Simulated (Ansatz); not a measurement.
Geometry optimisation, Ansatz 0.2.0, UHF/def2-SVP.

The input (input.yaml):

```yaml
crystal:
  periodic: [false, false, false]
  atoms:
    - { symbol: Ta, position_ang: [0.0, 0.0, 0.0] }
    - { symbol: F, position_ang: [2.18, 0.0, 0.0] }
    - { symbol: F, position_ang: [0.0, 0.0, 1.93] }
    - { symbol: F, position_ang: [0.0, 0.0, -1.93] }
    - { symbol: F, position_ang: [-0.965, 1.6714, 0.0] }
    - { symbol: F, position_ang: [-0.965, -1.6714, 0.0] }
    - { symbol: F, position_ang: [3.62, 0.0, 0.0] }
magnetization:
  spin_polarized: true
  initial_magnetization: 1
basis:
  gaussian: { orbitals: def2-SVP }
hamiltonian:
  xc: hf
relax:
  f_tol: 0.15
  max_steps: 25
  restrain:
    - { distance: [1, 6], at: 1.14, k: 30.0 }
    - { distance: [0, 1], at: 3.13, k: 30.0 }
```

Launched with:

```bash
$ ansatz run input.yaml --threads 4 --pin off --max-ram 5120MiB --backend cpu --events-out ev --progress --plain --runs-dir out
```

**Question.** Where does it end, and by what steps?

**Answer.** It converged. The restraints hold the end off the free minimum; the threshold counts their pulls, which the force column leaves out. Restrained pairs: F2–F7 (1.44 → 1.27 Å), Ta1–F2 (2.18 → 3.14 Å). After 7 steps the energy has risen by 0.227 eV (the restraints' own energy left out); Ta1 moved furthest, 0.52 Å. The start is strongly strained (largest force component 19 eV/Å), so its close contacts needn't be bonds.

```csv
step,energy less start (eV),largest force component (eV/Å),accepted
0,0.0000,18.781,yes
1,0.2545,5.935,yes
2,0.6405,3.026,yes
3,0.6584,9.421,yes
4,0.2023,2.029,yes
5,0.2381,3.550,yes
6,0.2321,3.992,yes
7,0.2270,3.935,yes
```

```xyz
7
Properties=species:S:1:pos:R:3
Ta -0.523 0.000 0.000
F 2.612 -0.010 -0.004
F 0.115 0.000 1.765
F 0.113 0.000 -1.766
F -1.164 1.765 0.000
F -1.166 -1.764 0.000
F 3.883 0.008 0.004
```

The run took 15 s on 4 threads of Arm Neoverse V2, with other jobs on the host, peak memory 0.36 GiB.
